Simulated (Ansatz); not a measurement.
## Molecular dynamics of GeH₃NS

The input (input.yaml):

```yaml
crystal:
  periodic: [false, false, false]
  atoms:
    - { symbol: "N", position_ang: [-0.879556, 0.221172, -0.874393] }
    - { symbol: Ge, position_ang: [0.225667, -1.077368, -0.189123] }
    - { symbol: S, position_ang: [1.182548, 0.288236, 1.378255] }
    - { symbol: H, position_ang: [-0.951494, 1.196814, -0.56988] }
    - { symbol: H, position_ang: [-1.518212, 0.011927, -1.645856] }
    - { symbol: H, position_ang: [1.983247, -0.704781, 1.854897] }
basis:
  gaussian: { orbitals: def2-SVP }
hamiltonian:
  xc: pbe
  dispersion: d4
md:
  timestep: 0.5
  n_steps: 150
  ensemble: nvt_langevin
  temperature: 1000.0
  initial_velocities: maxwell_boltzmann
  seed: 899352
  friction: 0.001
scf:
  lower_state_search: "off"
```

Run as:

```bash
$ ansatz run input.yaml --threads 1 --pin off --max-ram 2048MiB --backend cpu --events-out ev --progress --plain --runs-dir out
```

It starts from a relaxed structure.

Output, in part (step lines, the closing report, with atoms numbered from 0):

```
md step     0: t =     0.00 fs  T =   833.3 K  F+E_penalty+E_count = -68867.13583358 eV  E_kin = 0.646300 eV  (17 SCF iters)
[... lines left out ...]
Total energy: -68866.79691387 eV, -2530.8081069934 hartree
Atom 0 at    -0.698806     0.106646    -1.039533 Å, force    -0.128444     0.720700    -1.205733 eV/Å
Atom 1 at     0.439299    -1.100699    -0.260346 Å, force     0.095248     0.444282     0.651199 eV/Å
Atom 2 at     0.799315     0.359799     1.533800 Å, force    -1.735314     1.812028    -1.982088 eV/Å
Atom 3 at    -0.794148     1.102867    -0.673124 Å, force    -0.048700    -1.368610    -0.908405 eV/Å
Atom 4 at    -0.870261    -0.057883    -2.081601 Å, force    -0.032787     0.706849     1.616789 eV/Å
Atom 5 at     1.454736    -0.519839     2.146047 Å, force     1.849998    -2.315249     1.828238 eV/Å
Dipole moment:    -0.058754    -0.032505    -0.346892 e Å
```

The steps, from the saved trajectory:

```csv
time (fs),T (K),potential energy less start (eV)
0.0,833,0.000
2.5,514,0.239
5.0,491,0.238
7.5,534,0.187
10.0,414,0.329
12.5,532,0.219
15.0,415,0.326
17.5,343,0.400
20.0,706,0.127
22.5,491,0.322
25.0,594,0.247
27.5,493,0.321
30.0,342,0.429
32.5,600,0.207
35.0,476,0.325
37.5,475,0.319
40.0,597,0.231
42.5,433,0.338
45.0,521,0.261
47.5,590,0.222
50.0,372,0.420
52.5,629,0.201
55.0,289,0.474
57.5,365,0.401
60.0,474,0.291
62.5,309,0.417
65.0,584,0.226
67.5,512,0.308
70.0,339,0.429
72.5,702,0.160
75.0,476,0.339
```

All steps were run. The mean temperature of the second half is 52 % below the set value. A run of 0.075 ps of so small a system gives no equilibrium averages.

The same pairs are bonded in the first frame and the last. Pairs count as bonded within 1.25 times the sum of covalent radii (0.12 Å more for H–H).

Last frame:

```xyz
6
Properties=species:S:1:pos:R:3
N -0.699 0.107 -1.040
Ge 0.439 -1.101 -0.260
S 0.799 0.360 1.534
H -0.794 1.103 -0.673
H -0.870 -0.058 -2.082
H 1.455 -0.520 2.146
```

Time of the run: 3.3 min on 1 thread of Arm Neoverse V1, with other jobs on the host, peak memory 0.11 GiB.
